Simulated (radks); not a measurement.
The numbers below are computed, except where a source is named.
Initial-state core-level shifts of the cerium ion Ce2+ when its valence configuration changes from [Xe] 4f2. Level of theory: Dirac Kohn-Sham, BLYP, spin-unpolarised, spherical densities, point nucleus; open shells fill j = l - 1/2 first (a radial shooting solver on a logarithmic mesh with Libxc functionals). Shifts are changes of the shell-averaged eigenvalues in eV (positive: less bound).

valence           1s       2s       4d       5s
6s2          -19.494  -21.176  -20.437  -12.040
4f1.5 5d0.5   -2.941   -3.220   -3.208   -1.607
4f1 6s1       -8.831   -9.561   -9.384   -5.746
6p2          -21.206  -22.904  -22.154  -13.663
4f1 5d1       -6.262   -6.865   -6.780   -3.321
5d2          -13.754  -15.130  -14.681   -6.870
5d1 6s1      -16.530  -18.049  -17.477   -9.411
4f1.5 6p0.5   -4.588   -4.923   -4.876   -3.210
